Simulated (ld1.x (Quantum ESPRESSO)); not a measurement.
# Scattering properties, TM potential for boron (B)

boron (B), norm-conserving Troullier–Martins (Kleinman–Bylander form), made with ld1.x (Quantum ESPRESSO) 7.5 (PW91, scalar-relativistic). Core [He], reference 2s2 2p1. Waves: 2s (bound): rc 1.55 bohr; 2p (bound): rc 1.85 bohr; 3d channel at 0.1 Ry: rc 1.60 bohr. Local part: the d channel. Core correction: Bessel-smoothed model core, default radius (core density twice the valence density).

The phase is arctan(r·u′/u) with u = r·R(r), unwrapped; energies in Ry, scanned from -3 to 5 Ry. A pole is an energy at which the radial function vanishes at the test radius. The pseudo phase is shifted by a multiple of π to meet the all-electron one at the reference energy, and phase errors are pseudo minus all-electron; the curves can meet again beyond the range given. Levels narrower than the energy grid can be missing from the lists of poles.

For each channel, where are the poles, and over which energies does the pseudopotential scatter like the atom?

```
channel  radius (bohr)  reference energy (Ry)  poles, all-electron  poles, pseudo  unbroken range about the reference energy with phases within 0.05 rad  phase error 1 Ry above the reference energy (rad)
      s           2.01                  -0.70                 1.08           1.05                                                              below 3.3                                             -0.002
      p           2.01                  -0.27                 1.21           1.22                                                              below 3.5                                             +0.002
      d           2.01                   0.10                 none           none                                                        the whole range                                             +0.000
```

Phases in the s channel:

| E (Ry) | all-electron | pseudo |
| --- | --- | --- |
| -3.00 | 1.188 | 1.188 |
| -2.52 | 1.120 | 1.119 |
| -2.04 | 1.002 | 1.001 |
| -1.56 | 0.762 | 0.761 |
| -1.08 | 0.158 | 0.157 |
| -0.60 | -0.771 | -0.771 |
| -0.12 | -1.231 | -1.232 |
| 0.36 | -1.426 | -1.428 |
| 0.84 | -1.532 | -1.536 |
| 1.32 | -1.603 | -1.609 |
| 1.80 | -1.659 | -1.669 |
| 2.28 | -1.710 | -1.726 |
| 2.76 | -1.762 | -1.788 |
| 3.24 | -1.821 | -1.869 |
| 3.72 | -1.898 | -1.991 |
| 4.20 | -2.011 | -2.225 |
| 4.68 | -2.201 | -2.787 |
